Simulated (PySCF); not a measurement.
Compound: C₂H₇F₃PSi (charge +1).
SMILES with atom numbers: `[CH3:1][Si@@H:2]([PH3+:3])[C:4]([F:5])([F:6])[F:7]` (hydrogens: H8, H9, H10 on C1; H11 on Si2; H12, H13, H14 on P3)

The closed-shell SCF was solved with PySCF and density fitting under several settings on one GFN2-xTB geometry (grid level 2 and gas phase unless stated).

```json
{"settings": "PBE0/pcSseg-1", "basis functions": "168", "SCF cycles": "13", "E (Eh)": "-1009.8469", "HOMO (eV)": "-13.95", "LUMO (eV)": "-5.78"}
{"settings": "PBE0/def2-SVPD", "basis functions": "213", "SCF cycles": "13", "E (Eh)": "-1009.4484", "HOMO (eV)": "-13.97", "LUMO (eV)": "-5.76"}
```

Question: Estimate the row for these settings: PBE0/IGLO-II, IEF-PCM cyclohexane, energy threshold 1e-11 Eh.

Answer: 
| settings | basis functions | SCF cycles | E (Eh) | HOMO (eV) | LUMO (eV) |
| --- | --- | --- | --- | --- | --- |
| PBE0/IGLO-II, IEF-PCM cyclohexane, energy threshold 1e-11 Eh | 222 | 12 | -1010.0336 | -11.85 | -3.46 |

Question: Over all rows, what range does the HOMO–LUMO gap span?

Answer: From 8.17 eV (PBE0/pcSseg-1) to 8.39 eV (PBE0/IGLO-II, IEF-PCM cyclohexane, energy threshold 1e-11 Eh).

Question: Compare two rows with the functional PBE0: PBE0/pcSseg-1 and PBE0/def2-SVPD. Which energy is lower, and by how much?

Answer: PBE0/pcSseg-1 (168 functions) lies 0.3985 Eh or 250 kcal/mol below PBE0/def2-SVPD (213 functions). The smaller set gives the lower energy; the two sets aren't nested, so the variational bound doesn't order them by size.

Whole jobs, the steps after the SCF included, on Arm Neoverse V1, one thread, on a shared host:

| settings | work after the SCF | wall time | peak memory |
| --- | --- | --- | --- |
| PBE0/pcSseg-1 | shieldings, charges and field gradients | 21 s | 0.75 GiB |
| PBE0/def2-SVPD | 6 singlets by full TDDFT, 2 Tamm–Dancoff triplets, polarisability | 35 s | 0.88 GiB |
| PBE0/IGLO-II, IEF-PCM cyclohexane, energy threshold 1e-11 Eh | spin–spin couplings from 14 perturbed nuclei, spin–dipole term for 5 of them | 69 s | 1.0 GiB |

Cycle counts include a coarse-grid stage where the run had one. The species at its GFN2-xTB geometry.

Conformer computed: `[CH3:1][Si@@H:2]([PH3+:3])[C:4]([F:5])([F:6])[F:7]`: C1–Si2–C4–F5 128°.
